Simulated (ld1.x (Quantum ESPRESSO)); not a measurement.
# S: ultrasoft pseudisation with PBE, non-relativistic reference atom.

S, ultrasoft, made with ld1.x (Quantum ESPRESSO) 7.5 (PBE, non-relativistic). Core [Ne], reference 3s2 3p4. Waves: 3s (bound): rcut 1.10, rcutus 1.50 bohr; 3s channel at -0.4 Ry: rcut 1.10, rcutus 1.50 bohr; 3p (bound): rcut 1.40, rcutus 1.75 bohr; 3p channel at 4.55 Ry: rcut 1.40, rcutus 1.75 bohr. Local part: all-electron potential smoothed inside 1.45 bohr (lloc = -1). Core correction: none. Augmentation charge: PSQ, radius 0.90 bohr.

- Cutoffs needed: 18 Ry and 30 Ry (the cutoffs (Ry, on a coarse ladder) from which the occupation-weighted sum of valence levels, in a spherical-Bessel basis at the reference potential, stays within 10 and 1 mRy of its value at 400 Ry)
- Ghost test: no extra level below or beside the all-electron valence levels (s, p tested) (spherical-Bessel basis up to 400 Ry, 20 bohr box)
- Configuration tests: test run stopped at test 7 of 7 (negative rho)
- Lowest eigenvalue of the overlap operator: 0.44 (s channel)
- Density cutoff estimated by the generator: 301 Ry
